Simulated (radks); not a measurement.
Results of a calculation; reference values are marked as such.
Species: Nb+. Configuration: [Kr] 4d3 5s1 (not the ground configuration). Level of theory: scalar-relativistic Kohn-Sham, SCAN, spin-unpolarised, spherical densities, finite nucleus; meta-GGA in the generalised Kohn-Sham scheme; Fermi nuclear charge, rms radius 4.324 fm (a radial shooting solver on a logarithmic mesh with Libxc functionals). Some entries of the table are withheld. Estimate them.

orbital  occ.  eigenvalue (eV)  <1/r> (bohr^-1)  <r> (bohr)
1s          2        -18860.24              (1)     0.03610
2s          2        -2659.503            9.543      0.1579
2p          6        -2372.693            9.272         (2)
3s          2        -457.3017            3.262         (3)
3p          6        -362.5492            3.095      0.4451
3d         10        -208.5288            2.854      0.4330
4s          2         -69.7854              (4)       1.158
4p          6         -44.9973            1.033       1.294
4d          3              (5)           0.6906       1.946
5s          1         -10.4674           0.3873       3.288

Answer. 
(1) 1s <1/r> (bohr^-1): 42.39
(2) 2p <r> (bohr): 0.1377
(3) 3s <r> (bohr): 0.4420
(4) 4s <1/r> (bohr^-1): 1.168
(5) 4d eigenvalue (eV): -11.3158
